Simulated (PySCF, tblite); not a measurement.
Isomers of C6H10NO (doublet state). Computed values, GFN2-xTB/tblite, gas phase, harmonic and unscaled. This tight-binding method is rough: wavenumbers can miss measured ones by several per cent, in bad cases by 10 to 20. One conformer each. Open shells enter through the occupations alone, without spin polarisation, and single modes of such species can be off by tens of per cent.

Electronic energies: B3LYP/pcH-1 single points on the GFN2-xTB geometries (PySCF, gas phase).

| SMILES | electronic energy, lowest = 0 (kJ/mol) |
| --- | --- |
| [CH2][C@@](C)(C=C)NC=O | 64.0 |
| [H]/N=[C]\CCC1COC1 | 195.7 |
| [H]/[C]=C/C(C)(C)NC=O | 87.3 |
| C=CC(C)(C)[N]C=O | 119.1 |
| CO[C@@H]1CCC[C]=N1 | 89.2 |
| C=[C]C(=O)N(C)CC | 80.8 |
| [CH2]CN(C)C(=O)C=C | 62.0 |
| [CH2]C(=C)C(=O)N(C)C | 0.0 |

Problem. How do GFN2-xTB zero-point energies change the relative energies?

Solution. 
| SMILES | ZPE (kJ/mol) | of it from modes above 1550 cm⁻¹ | electronic (kJ/mol) | with ZPE, lowest = 0 (kJ/mol) | lowest mode (cm⁻¹) | rings |
| --- | --- | --- | --- | --- | --- | --- |
| [CH2]C(=C)C(=O)N(C)C | 381.0 | 192.4 | 0.0 | 0.0 | 31 | 0 |
| [CH2]CN(C)C(=O)C=C | 378.2 | 201.1 | 62.0 | 59.2 | 44 | 0 |
| [CH2][C@@](C)(C=C)NC=O | 378.9 | 205.9 | 64.0 | 61.9 | 49 | 0 |
| C=[C]C(=O)N(C)CC | 381.3 | 199.7 | 80.8 | 81.1 | 59 | 0 |
| [H]/[C]=C/C(C)(C)NC=O | 380.0 | 202.7 | 87.3 | 86.3 | 83 | 0 |
| CO[C@@H]1CCC[C]=N1 | 393.8 | 187.9 | 89.2 | 102.0 | 85 | 1 |
| C=CC(C)(C)[N]C=O | 380.1 | 199.7 | 119.1 | 118.3 | 51 | 0 |
| [H]/N=[C]\CCC1COC1 | 387.9 | 188.3 | 195.7 | 202.6 | 47 | 1 |

The zero-point energies span 15.6 kJ/mol, from `[CH2]CN(C)C(=O)C=C` to `CO[C@@H]1CCC[C]=N1`. The order is unchanged.

Problem. And how do the electronic energies of GFN2-xTB itself compare?

Solution. `[CH2]C(=C)C(=O)N(C)C` 0.0; `[CH2]CN(C)C(=O)C=C` 81.0; `[CH2][C@@](C)(C=C)NC=O` 93.9; `C=[C]C(=O)N(C)CC` 49.7; `[H]/[C]=C/C(C)(C)NC=O` 113.8; `CO[C@@H]1CCC[C]=N1` 27.5; `C=CC(C)(C)[N]C=O` 48.4; `[H]/N=[C]\CCC1COC1` 147.4 kJ/mol, lowest = 0. Against the energies above, taken from the same isomer `[CH2]C(=C)C(=O)N(C)C`, the largest difference is 70.7 kJ/mol.

Problem. What do entropy and thermal enthalpy add at 298.15 K and 1 bar (rigid rotor, harmonic oscillator, one conformer each)?

Solution. 
```
                SMILES  point group  symmetry number  S (J/(mol K))  H − H(0) (kJ/mol)  ZPE + H − H(0) − TS (kJ/mol)
  [CH2]C(=C)C(=O)N(C)C           C1                1          413.1              28.78                         286.6
    [CH2]CN(C)C(=O)C=C           C1                1          416.3              29.14                         283.3
[CH2][C@@](C)(C=C)NC=O           C1                1          404.5              28.58                         286.9
      C=[C]C(=O)N(C)CC           C1                1          419.0              29.43                         285.8
 [H]/[C]=C/C(C)(C)NC=O           Cs                1          398.9              28.05                         289.1
    CO[C@@H]1CCC[C]=N1           C1                1          371.3              23.64                         306.7
      C=CC(C)(C)[N]C=O           C1                1          407.9              28.18                         286.7
    [H]/N=[C]\CCC1COC1           C1                1          397.5              25.52                         294.9
```

S holds R ln(2S + 1) for the spin.
